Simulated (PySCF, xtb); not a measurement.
PbBr₂, SMILES [Br][Pb][Br] (connectivity only; charge and spin as stated), neutral, multiplicity 1.

Harmonic wavenumbers (cm⁻¹) from GFN2-xTB in xtb at its own minimum, in rising order: 59, 188, 202.

What does PySCF 2.14.0 with PBE-D3(BJ)/def2-SVP give at its own minimum? (Estimate from the structure and the level; the computed values follow.)

60, 205, 209. Paired by order, the mean absolute difference is 8 cm⁻¹ and the zero-point energies are 0.6 and 0.7 kcal/mol.
